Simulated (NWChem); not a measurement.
# HSO3 anion

```xyz
5

O      1.4054     0.1468     0.2623
S      0.0309     0.1829    -0.3945
O     -0.9073     1.1331     0.3118
O     -0.5689    -1.4373     0.1141
H      0.0711    -1.6660     0.8064
```
Atoms are numbered in this order, from 1.

Program: NWChem. Sets without diffuse functions describe the anion's extra electron poorly. Geometry: optimised at B3LYP/def2-SVPD.

For level B3LYP/cc-pVDZ:

| Item | Value |
|---|---|
| highest occupied level (eV) | -0.18 |
| orbital gap (eV) | 6.85 |

### Question
How do the values read with level B3LYP/cc-pVQZ instead?

### Answer
| Quantity | Result |
|---|---|
| highest occupied level (eV) | -1.24 |
| orbital gap (eV) | 6.64 |
